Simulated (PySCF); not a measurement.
Si(CCH)(Cl)2(H) (C2H2Cl2Si), SMILES C#C[SiH](Cl)Cl. Geometry: B3LYP-D3(BJ)/def2-SVP.

Computed equilibrium geometry at B3LYP-D3(BJ)/def2-SVP (PySCF confirms it by a frequency run) as Cartesian coordinates in Å, and its point group:
point group Cs.
```xyz
7

Si    -0.0107    -0.5386     0.0000
Cl    -0.9281     0.2226     1.6850
Cl    -0.9281     0.2226    -1.6850
C      1.7385    -0.0401     0.0000
C      2.9131     0.2769     0.0000
H     -0.1547    -2.0076     0.0000
H      3.9507     0.5598     0.0000
```
Charge 0, spin multiplicity 1.
